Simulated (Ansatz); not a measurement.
Gas-phase electronic energies from Ansatz, PBE0-D4/def2-TZVP geometries. CBS: MP2 limit from def2 TZ/QZ plus the TZ coupled-cluster correction, frozen cores. This one scheme is used for every species. Functionals use def2-TZVPP. Each species was taken in one conformer, which may not be the lowest.

Reaction (ligand exchange at the Al–C bond): `N=[C](O)[AlH][SH]` + CH₃OH → `C[O][AlH][SH]` + `N=CO`

`N=[C](O)[AlH][SH]`:

```xyz
9

N     1.809   -0.139   -0.485
C     0.581    0.132   -0.330
O    -0.129    1.069   -1.011
Al   -0.372   -0.930    1.043
S    -2.483   -0.495    1.345
H     2.275    0.428   -1.203
H     0.445    1.517   -1.650
H     0.340   -2.043    1.893
H    -2.466    0.461    0.398
```

CH₃OH:

Z-matrix (Å, degrees):
```
C
O 1 1.409
H 1 1.097 2 112.4
H 1 1.090 2 107.0 3 -118.5
H 1 1.097 2 112.4 3 123.0
H 2 0.959 1 108.5 3 -61.6
```

`C[O][AlH][SH]`:

Cartesian coordinates in Å:
```
C -0.629 0.676 1.101
O -0.137 -0.573 0.722
Al 0.596 -1.280 -0.612
S 1.008 -0.112 -2.413
H -0.492 1.439 0.323
H -1.699 0.609 1.321
H -0.118 1.023 2.005
H 0.983 -2.799 -0.548
H 0.489 1.017 -1.899
```

`N=CO`:

Cartesian coordinates in Å:
```
N 0.737 -0.715 -0.145
C -0.223 0.097 -0.192
O -0.534 0.890 0.837
H 0.825 -1.233 -1.014
H -0.906 0.269 -1.027
H 0.101 0.692 1.541
```

Task: Is it downhill or uphill in electronic energy at CCSD(T)/CBS, and by how much? (An estimate is asked.)

Result: Ansatz gave: Downhill: ΔE = -1.53 eV.

Task: What do these levels give: PBE0-D4, PBE, SCS-MP2/def2-TZVPP, CCSD/def2-TZVPP, SCS-MP2/def2-QZVPP, CCSD/CBS(def2)? (An estimate is asked.)

Result: The calculation gave: PBE0-D4 -1.49, PBE -1.44, SCS-MP2/def2-TZVPP -1.59, CCSD/def2-TZVPP -1.57, SCS-MP2/def2-QZVPP -1.59, CCSD/CBS(def2) -1.56 eV.

Largest T1 diagnostic among the species: 0.014.

In def2-TZVPP, CCSD(T) changes the Hartree–Fock value by +0.18 eV (the triples alone add +0.03 eV) and MP2 by +0.14 eV. From PBE to PBE0 (25 % exact exchange), in def2-TZVPP and without D4, ΔE moves by −0.06 eV.
